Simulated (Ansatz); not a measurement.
Coupled-cluster run, `[NH2][Sc]([OH])[O][SiH3]`.

```yaml
crystal:
  periodic: [false, false, false]
  atoms:
    - {symbol: N, position_ang: [0.145016, 1.218054, 2.210213]}
    - {symbol: Sc, position_ang: [0.441669, -0.281348, 0.951597]}
    - {symbol: O, position_ang: [1.349888, -1.773004, 1.615777]}
    - {symbol: O, position_ang: [-0.225038, -0.076192, -0.822508]}
    - {symbol: Si, position_ang: [-0.767775, 0.020291, -2.349975]}
    - {symbol: H, position_ang: [-0.328023, 2.088649, 2.002745]}
    - {symbol: H, position_ang: [0.437696, 1.254324, 3.178268]}
    - {symbol: H, position_ang: [1.784443, -2.607829, 1.760931]}
    - {symbol: H, position_ang: [-2.216447, -0.323474, -2.417594]}
    - {symbol: H, position_ang: [-0.028412, -0.918499, -3.241172]}
    - {symbol: H, position_ang: [-0.593028, 1.399019, -2.888273]}
basis:
  gaussian: {orbitals: def2-TZVPP}
correlation: {method: ccsd_t}
output: {orbitals: {seedname: orbitals}}
```

```sh
$ ansatz run in.yaml --threads 2 --pin off --events-out ev --progress --plain --max-ram 20480MiB --backend cuda --devices 0, --max-vram 18GiB
```

Output of Ansatz, abridged:

```
Functional definition: HF
1725 factors; integrals over basis functions are off by at most 1.1e-3 eV
mean field evaluation 1: about -34186.7173 eV, gradient 7.3e1 eV
mean field evaluation 2: about -34186.8936 eV, gradient 7.3e1 eV
mean field evaluation 4: about -34196.5084 eV, gradient 4.0e0 eV
mean field evaluation 8: about -34196.6089 eV, gradient 4.7e-1 eV
mean field evaluation 16: about -34196.6102 eV, gradient 2.5e-6 eV
mean field -34196.61019683 eV, -1256.7022454388 hartree, gradient 2.5e-6 eV, S^2 0.000000; 0 other end points of the search recorded, 0 dependent functions left out
13 core orbitals not correlated: weight in the atoms' cores, before any rotation towards them, 1.000 or more for the frozen orbitals, at most 0.000 for the correlated occupied ones
reference -34196.61019683 eV, -1256.7022454388 hartree; 19, 19 occupied and 251, 251 virtual orbitals, 1725 factors
second order -30.58412287 eV of doubles, -0.00000000 eV of singles
cycle   1  -30.67984133 eV  change   -9.6e-2 eV  update   1.4e-1
cycle   2  -31.39685167 eV  change   -7.2e-1 eV  update   5.2e-2
cycle   3  -31.63184925 eV  change   -2.3e-1 eV  update   2.7e-2
cycle   4  -31.62160849 eV  change    1.0e-2 eV  update   7.7e-3
cycle   5  -31.61283343 eV  change    8.8e-3 eV  update   3.7e-3
cycle   6  -31.61506443 eV  change   -2.2e-3 eV  update   1.3e-3
cycle   7  -31.61467053 eV  change    3.9e-4 eV  update   4.5e-4
cycle   8  -31.61451279 eV  change    1.6e-4 eV  update   1.5e-4
cycle   9  -31.61461116 eV  change   -9.8e-5 eV  update   6.3e-5
cycle  10  -31.61462680 eV  change   -1.6e-5 eV  update   2.5e-5
perturbative correction -1.17771083 eV, -0.0432800746 hartree
Total energy: -34229.40253446 eV, -1257.9073416192 hartree
```

It took 8.5 s on 2 threads of an AMD EPYC 7R13 on a shared host and a share of an NVIDIA H100 80 GB, with 0.85 GiB of host memory at the peak.

The correlation energy is -32.792 eV, 3.6 % of it from (T); the T1 diagnostic reads 0.0151.
